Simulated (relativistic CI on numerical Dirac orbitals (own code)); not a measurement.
# Slater and spin-orbit integrals, W LXVII

These numbers are calculated, not measured: Dirac-Coulomb-Breit CI, KLI orbitals optimised for each configuration, model QED (radiative potential, 1s self-energy scaled to tabulated hydrogen-like ionisation energies), unscaled Slater integrals (own radial code, finite nucleus).

Slater integrals F^k, G^k are unscaled and averaged over j, outside the closed core 1s2; ζ comes from projecting the Hamiltonian with its Breit term on Σ l·s of the shell.

- 2s2.2p4: F^2(2p,2p) = 1.4045e+06, ζ(2p) = 7.571e+06 cm⁻¹; <r>(2p) = 0.06673, <r^2>(2p) = 0.005438 (bohr units).
- 2s.2p5: G^1(2s,2p) = 1.5219e+06, ζ(2p) = 7.5541e+06 cm⁻¹; <r>(2s) = 0.07503, <r^2>(2s) = 0.006695, <r>(2p) = 0.0668, <r^2>(2p) = 0.00545 (bohr units).
- 2p5.3s: ζ(2p) = 7.6246e+06, G^1(2p,3s) = 153080 cm⁻¹; <r>(2p) = 0.06658, <r^2>(2p) = 0.005414, <r>(3s) = 0.1778, <r^2>(3s) = 0.03618 (bohr units).

Averages of the first 10 configurations, taken without configuration mixing, which lowers the lowest level and can move excited configurations by several eV; other configurations of the list can lie among them:

```tsv
Configuration	Parity	States	Average energy above the lowest level (eV)
2s2.2p4	even	15	948.0
2s.2p5	odd	12	2311.2
2p6	even	1	3736.6
2p5.3s	odd	12	12779.4
2s2.2p3.3s	odd	40	10062.7
2p5.3p	even	36	13162.0
2p5.3d	odd	60	13480.9
2s2.2p3.3p	even	120	10457.1
2s2.2p3.3d	odd	200	10776.1
2s.2p4.3s	even	60	11389.8
```
